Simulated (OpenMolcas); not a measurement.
Ru²⁺.

```yaml
Program: OpenMolcas 26.06
Basis: ANO-RCC-VDZP [6s5p3d1f]
Scalar_Hamiltonian: DKH2, point nucleus
Active_space: 6 electrons in 6 orbitals (4d 5s)
State_averaging: 2S+1 = 5 even, 30 roots; 2S+1 = 7 even, 1 root kept (CI in the orbitals of an earlier block); 2S+1 = 3 even, 127 roots kept (CI in the orbitals of an earlier block, 107 in the spin-orbit step); 2S+1 = 1 even, 102 roots kept (CI in the orbitals of an earlier block, 62 in the spin-orbit step)
Spin-orbit_coupling: state interaction with AMFI integrals over the reference wave functions, term energies averaged over their components
```

Two sets of levels on these reference wave functions, in cm-1 above 4d6 5D4: one from CASSCF and one from MS-CASPT2, IPEA 0.25 Eh, imaginary shift 0.1 Eh (closed shells correlated: 4s 4p).

```
     Level  Set 1  Set 2
   4d6 5D4    0.0    0.0
   4d6 5D3   1272   1295
   4d6 5D2   2050   2030
   4d6 5D1   2550   2520
   4d6 5D0   2790   2750
   4d6 3H6  18320  16720
   4d6 3H5  18700  16960
4d6 3P2(1)  19110  15140
4d5 5s 7S3  19390  23600
4d6 3F3(1)  20960  17940
4d6 3F2(1)  21570  18390
4d6 3P1(1)  22760  18820
   4d6 3G5  22890  20470
4d6 3P0(1)  23520  19500
   4d6 3G4  24070  21430
   4d6 3G3  24390  21710
```

Problem. Which set is which?

Solution. Set 2 is MS-CASPT2. Its levels of the other terms of 4d6 lie at 0.79 to 0.91 of the other set's values, as expected, since terms of lower spin or lower L gain more correlation energy than the Hund ground term.

Term energies are means over components that CASPT2 splits; among the terms shown or strongly mixed into the levels shown the widest spread is 84 cm-1 (4d6 3F(1), MS-CASPT2). Some high roots are left out of the spin-orbit mixing, which shifts the levels that they would mix with. Terms from blocks run as CI alone lack orbitals of their own. A single d shell beside an s shell can misplace configurations of different d count against each other. Without dynamic correlation excited terms often stand tens of per cent too high (terms of higher spin than the ground term too low), and those without a measured partner can miss by more than the paired ones (holds for CASSCF). Blocks of more than 70 roots (2S+1 = 3 even) ran without multistate coupling (holds for MS-CASPT2). Levels of configurations outside the active space are missing. The table leaves out levels that lie high or whose names do not pair safely across all columns.

A number in round brackets counts repeated terms of one configuration in the order of the reference energies.
